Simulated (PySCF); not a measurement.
PySCF input for CH₃Cl₂Si, SMILES C[Si](Cl)Cl, multiplicity 2, PBE-D3(BJ)/def2-SVP. Coordinates come from a PBE-D3(BJ)/def2-SVP optimisation. The isomer is the one that the SMILES or the coordinates give; other isomers of the formula were not compared.

```python
import numpy as np
from pyscf import gto, scf, dft, df
from pyscf.hessian import thermo

mol = gto.M(
    atom='''
    C     0.25765607   -2.04023220   -0.00000001
    Si   -0.52265889   -0.32088199   -0.00000000
    Cl    0.13276809    0.70207910    1.70348221
    Cl    0.13276809    0.70207911   -1.70348220
    H     1.36261376   -1.93553223   -0.00000001
    H    -0.05272039   -2.60070808    0.90374877
    H    -0.05272039   -2.60070807   -0.90374879
    ''',
    basis='def2-SVP',
    charge=0,
    spin=1,
    max_memory=1600,
    verbose=3,
)
mf = dft.UKS(mol, xc='pbe').density_fit(auxbasis='def2-universal-jkfit')
mf.disp = 'd3bj'
mf.grids.level = 3
mf.conv_tol = 1e-11
mf.max_cycle = 100
mf.kernel()
fine, coarse = mf.grids, dft.Grids(mol).set(level=1).build(with_non0tab=True)
for _ in range(3):  # follow internal instabilities
    mf.grids = coarse
    mo, _, stable, _ = mf.stability(return_status=True, nroots=4)
    mf.grids = fine
    if stable:
        break
    mf.kernel(mf.make_rdm1(mo, mf.mo_occ))

# [left out here: the lines that compute and print the analytic Hessian (its translational invariance restored by hand, since the grid's response is missing), thermochemistry and intensities]
```

Output:

```

WARN: HOMO -0.183691932647054 >= LUMO -0.183691932647057

converged SCF energy = -1248.88278736916  <S^2> = 0.75145734  2S+1 = 2.0014568
<class 'pyscf.df.df_jk.DFUKS'> wavefunction is stable in the internal stability analysis

WARN: DFTD3 does not support analytical Hessian, using finite difference


WARN: Mole.unit (angstrom) is changed to Bohr

Mode                                 0                   1                   2
Irrep
Freq [cm^-1]                      144.8554            161.4214            172.5562
Reduced mass [au]                   1.0219             17.4737              3.2532
Force const [Dyne/A]                0.0126              0.2683              0.0571
Char temp [K]                     208.4147            232.2495            248.2700
Normal mode                   x     y     z       x     y     z       x     y     z
       0   C                 0.00  0.00  0.00    0.02  0.08  0.00    0.00  0.00 -0.18
       1  Si                 0.00 -0.00  0.00    0.01  0.07 -0.00    0.00  0.00  0.05
       2  Cl                 0.01  0.00 -0.00   -0.01 -0.05  0.09   -0.01  0.06  0.02
       3  Cl                -0.01 -0.00 -0.00   -0.01 -0.05 -0.09    0.01 -0.06  0.02
       4   H                 0.00 -0.00  0.58    0.02  0.10  0.00    0.00  0.00 -0.26
       5   H                -0.44 -0.22 -0.28    0.03  0.08  0.00    0.07 -0.17 -0.26
       6   H                 0.44  0.22 -0.28    0.03  0.08 -0.00   -0.07  0.17 -0.26
Mode                                 3                   4                   5
Irrep
Freq [cm^-1]                      227.1152            467.0841            544.5002
Reduced mass [au]                   4.6526             12.1794             10.8780
Force const [Dyne/A]                0.1414              1.5655              1.9002
Char temp [K]                     326.7682            672.0301            783.4145
Normal mode                   x     y     z       x     y     z       x     y     z
       0   C                 0.06  0.10 -0.00   -0.02  0.09  0.00   -0.00 -0.00 -0.03
       1  Si                -0.12  0.02  0.00    0.09  0.07 -0.00   -0.00 -0.00 -0.14
       2  Cl                 0.03 -0.03 -0.04   -0.03 -0.04 -0.07    0.02  0.04  0.06
       3  Cl                 0.03 -0.03  0.04   -0.03 -0.04  0.07   -0.02 -0.04  0.06
       4   H                 0.04  0.33 -0.00   -0.01 -0.06 -0.00   -0.00  0.00  0.06
       5   H                 0.18  0.04  0.00   -0.09  0.12 -0.01   -0.06  0.15  0.04
       6   H                 0.18  0.04 -0.00   -0.09  0.12  0.01    0.06 -0.15  0.04
Mode                                 6                   7                   8
Irrep
Freq [cm^-1]                      682.3020            746.9083            771.8765
Reduced mass [au]                   5.2407              1.3316              1.3697
Force const [Dyne/A]                1.4374              0.4377              0.4808
Char temp [K]                     981.6807           1074.6348           1110.5585
Normal mode                   x     y     z       x     y     z       x     y     z
       0   C                -0.07  0.18  0.00   -0.12 -0.04 -0.00   -0.00 -0.00  0.13
       1  Si                 0.02 -0.12 -0.00    0.05  0.00  0.00    0.00  0.00 -0.05
       2  Cl                 0.01  0.01  0.01   -0.01  0.00 -0.00    0.00 -0.00  0.01
       3  Cl                 0.01  0.01 -0.01   -0.01  0.00  0.00   -0.00  0.00  0.01
       4   H                -0.07  0.13 -0.00   -0.18  0.67  0.00   -0.00  0.00 -0.24
       5   H                -0.12  0.21  0.00    0.31 -0.17  0.05    0.20 -0.52 -0.14
       6   H                -0.12  0.21 -0.00    0.31 -0.17 -0.05   -0.20  0.52 -0.14
Mode                                 9                  10                  11
Irrep
Freq [cm^-1]                     1190.9678           1363.8963           1370.3884
Reduced mass [au]                   1.2302              1.0504              1.0510
Force const [Dyne/A]                1.0281              1.1513              1.1629
Char temp [K]                    1713.5375           1962.3431           1971.6838
Normal mode                   x     y     z       x     y     z       x     y     z
       0   C                -0.06  0.11  0.00    0.00  0.00 -0.06   -0.05 -0.03  0.00
       1  Si                 0.00 -0.01 -0.00    0.00 -0.00 -0.00   -0.01 -0.00 -0.00
       2  Cl                 0.00  0.00  0.00   -0.00 -0.00  0.00    0.00 -0.00 -0.00
       3  Cl                 0.00  0.00 -0.00    0.00  0.00  0.00    0.00 -0.00  0.00
       4   H                 0.02 -0.50  0.00    0.00  0.00  0.71   -0.01 -0.34  0.00
       5   H                 0.31 -0.38 -0.17    0.46 -0.08  0.06    0.38  0.36  0.38
       6   H                 0.31 -0.38  0.17   -0.46  0.08  0.06    0.38  0.36 -0.38
Mode                                12                  13                  14
Irrep
Freq [cm^-1]                     2974.5077           3083.1027           3098.1433
Reduced mass [au]                   1.0330              1.1030              1.1042
Force const [Dyne/A]                5.3852              6.1775              6.2447
Char temp [K]                    4279.6543           4435.8983           4457.5384
Normal mode                   x     y     z       x     y     z       x     y     z
       0   C                -0.03  0.04 -0.00    0.08  0.04 -0.00    0.00  0.00  0.09
       1  Si                 0.00 -0.00  0.00    0.00  0.00 -0.00    0.00 -0.00  0.00
       2  Cl                 0.00 -0.00  0.00   -0.00 -0.00 -0.00   -0.00 -0.00 -0.00
       3  Cl                 0.00 -0.00 -0.00   -0.00 -0.00  0.00    0.00  0.00 -0.00
       4   H                 0.64  0.08 -0.00   -0.71 -0.06 -0.00   -0.00 -0.00  0.02
       5   H                -0.16 -0.26  0.43   -0.11 -0.22  0.37    0.19  0.34 -0.54
       6   H                -0.16 -0.26 -0.43   -0.11 -0.22 -0.37   -0.19 -0.34 -0.54
temperature 298.1500 [K]
pressure 101325.00 [Pa]
Rotational constants [GHz] 4.35236 2.30873 1.61984
Symmetry number 1
Zero-point energy (ZPE) 0.03873 [Eh]   101680.341 [J/mol]
                           tot       elec      trans        rot        vib
Entropy [J/mol/K]       337.435      5.763    167.816    114.565     49.291
Cv [J/mol/K]             78.082      0.000     12.472     12.472     53.139
Cp [J/mol/K]             86.397      0.000     20.786     12.472     53.139
Internal energy [J/mol]                      3718.434   3718.434 110028.875
Internal energy [Eh]   -1248.83805  -1248.88279
Enthalpy [J/mol]                             6197.391   3718.434 110028.875
Enthalpy [Eh]          -1248.83710
Gibbs free energy [J/mol]                  -43837.071 -30438.990  95332.743
Gibbs free energy [Eh] -1248.87542
mode   freq/cm-1   IR/(km/mol)
   1      144.86         0.029
   2      161.42         2.575
   3      172.56         0.079
   4      227.12         4.503
   5      467.08        31.637
   6      544.50       113.977
   7      682.30        56.236
   8      746.91        25.062
   9      771.88        54.482
  10     1190.97         7.470
  11     1363.90         5.428
  12     1370.39         7.654
  13     2974.51         0.128
  14     3083.10         0.217
  15     3098.14         0.117
max |gradient| / (hartree/bohr): 3.46586623394897e-05
APT charges: [-0.2989  1.219  -0.5078 -0.5078  0.018   0.0388  0.0388]
```

The run converged.
